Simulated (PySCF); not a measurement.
Dipole moment (D) of eight silicon and germanium compounds: PBE beside PBE0, computed with PySCF for isolated molecules in the bases named; differences from unrounded values. The eight are the first of their class met in an unordered collection, after screening for sound electronic states; none was chosen by its value, except that the dipole had to exceed 0.05 D. Each molecule has one DFT geometry for both levels.

| molecule | basis | PBE0 | PBE | difference |
|---|---|---|---|---|
| C3H10FNSi, SMILES CN(C)C[SiH2]F | def2-TZVP | 2.20 | 2.03 | -0.17 |
| CH4O4Si, SMILES O=C(O)[SiH](O)O | def2-TZVP | 1.38 | 1.29 | -0.10 |
| C₂H₈O₂Si₂, SMILES [Si@@H](C=C)(O)[SiH2]O | def2-TZVP | 2.93 | 2.78 | -0.15 |
| C3H5ClSi, SMILES C=C=C[SiH2]Cl | def2-TZVP | 1.91 | 1.81 | -0.10 |
| Si(Br)2(OH)2 (Br2H2O2Si), SMILES O[Si](O)(Br)Br | def2-TZVP | 1.76 | 1.74 | -0.02 |
| H8N2Si2, SMILES N[SiH2][SiH2]N | def2-TZVP | 2.02 | 2.06 | 0.05 |
| C₃H₉NSi₂, SMILES [SiH2]1N[SiH2]C(=C1)C | def2-TZVP | 0.38 | 0.40 | 0.02 |
| FGeH5N2O, SMILES [NH2][Ge]([NH2])([OH])[F] | def2-TZVP | 2.02 | 1.95 | -0.07 |

PBE lies below PBE0 in 6 and above it in 2 of the eight; the mean signed difference is -0.07 and the largest -0.17 D.
